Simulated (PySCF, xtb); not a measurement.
C2H7FSi2, SMILES C(/F)=C/[SiH2][SiH3].

xtb with GFN2-xTB at its own geometry gives an orbital gap of 3.56 eV and a dipole moment of 1.53 D.

Geometry optimised at B3LYP-D3(BJ)/def2-SVP. The structure was generated by enumeration; whether it is a known compound was not checked. Other conformers were not sampled.

**Question.** What does PBE/def2-TZVP (PySCF) give? (Estimate from the structure and the level; the computed values follow.)

**Answer.** gap 4.79 eV (levels -6.38 and -1.59 eV), dipole 1.50 D.
